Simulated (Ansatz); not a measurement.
Relaxation of AsGaH6 (8 atoms, charge 0, multiplicity 1), to a largest force component of 0.03 eV/Å in at most 50 steps.

Level of theory: Ansatz 0.2.0, RKS PBE-D4/def2-SVP.

```xyz
8
Properties=species:S:1:pos:R:3
Ga -1.376 -0.975 -0.982
H 0.077 -0.576 -1.320
H -1.787 -2.492 -0.808
H -2.462 0.167 -0.838
H 1.276 0.180 -0.018
As 0.952 0.706 1.366
H 0.878 2.154 0.847
H 2.442 0.836 1.753
```

Q: Where does it end, and by what steps?

A: It converged. The force dipped under the threshold on the way, but the program's further checks kept it going. After 20 steps the energy has fallen by 0.627 eV; H8 moved furthest, 1.67 Å. Joined: Ga1–As6 (3.71 → 2.64 Å).

```
step  energy less start (eV)  largest force component (eV/Å)  accepted
   0                  0.0000                           0.526       yes
   1                 -0.0722                           0.129       yes
   2                 -0.0973                           0.112       yes
   3                 -0.1082                           0.269       yes
   4                 -0.1478                           0.138       yes
   5                 -0.1884                           0.573       yes
   6                 -0.2504                           0.801       yes
   7                 -0.3513                           0.634       yes
   8                 -0.4607                           0.243       yes
   9                 -0.5306                           0.326       yes
  10                 -0.5665                           0.455       yes
  11                 -0.6017                           0.122       yes
  12                 -0.6131                           0.042       yes
  13                 -0.6040                           0.389        no
  14                 -0.6175                           0.037       yes
  15                 -0.6196                           0.133       yes
  16                 -0.6212                           0.153       yes
  17                 -0.6253                           0.005       yes
  18                 -0.6264                           0.023       yes
  19                 -0.6266                           0.055       yes
  20                 -0.6269                           0.028       yes
```

```xyz
8
Properties=species:S:1:pos:R:3
Ga -1.126 -0.745 -0.766
H -0.604 -0.364 -2.215
H -0.794 -2.183 -0.184
H -2.328 0.078 -0.141
H 2.254 0.151 0.321
As 0.788 0.523 0.539
H 0.974 2.032 0.380
H 0.836 0.508 2.066
```

Whether the end is a true minimum wasn't checked by a vibrational analysis.

Run time: 28 s on 2 threads of Intel(R) Xeon(R) Platinum 8259CL CPU @ 2.50GHz (Skylake/Cascade Lake), on a shared host, peak memory 0.16 GiB.
